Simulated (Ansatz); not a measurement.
`FC#C[SiH3]` + H–F → `FC#CF` + SiH₄ at 400 K and 1 bar (substitution at a C–Si bond).

Program: Ansatz. Geometries: PBE0-D4/def2-TZVP. ΔE: electronic, gas phase. CCSD(T)/CBS is the MP2 limit (def2-TZVPP, def2-QZVPP) plus CCSD(T) − MP2 in def2-TZVPP, frozen cores. This one scheme is used for every species.

| species | CCSD(T)/CBS energy (Eh) | H − E (kJ/mol) | S (J/(mol·K)) |
| --- | --- | --- | --- |
| `FC#C[SiH3]` | -466.68020 | 122.1 | 317.0 |
| H–F | -100.39570 | 36.5 | 182.2 |
| `FC#CF` | -275.53200 | 55.7 | 266.8 |
| SiH₄ | -291.46306 | 96.9 | 218.6 |

H − E and S are ideal-gas, rigid-rotor, harmonic terms from PBE0-D4/def2-TZVP. 1 Eh = 2625.50 kJ/mol, R = 8.31446 J/(mol·K).

Question: By hand: ΔE, ΔH, ΔS and ΔG.

Answer: ΔE = (-275.53200) + (-291.46306) − (-466.68020) − (-100.39570) = 0.08084 Eh = 212.2 kJ/mol. Δ(H − E) = 55.7 + 96.9 − 122.1 − 36.5 = -6.0, so ΔH = 206.2 kJ/mol. ΔS = 266.8 + 218.6 − 317.0 − 182.2 = -13.8 J/(mol·K). ΔG = 206.2 − 400 × (-13.8)/1000 = 211.7 kJ/mol.

Question: By hand: the equilibrium constant, and the temperature at which ΔG would vanish if ΔH and ΔS stayed fixed.

Answer: log₁₀ K = −ΔG/(RT ln 10) = -27.6. ΔH and −TΔS have one sign here, so there is no such temperature.

The number of gas molecules stays the same, so ΔS is small and ΔH decides. A doubt of 5 kJ/mol in ΔE shifts log₁₀ K by 0.7 here. These are equilibria of isolated gas molecules and say nothing of rates. Largest T1 diagnostic: 0.013 (customary marks: 0.02 for closed shells, 0.045 for open ones).
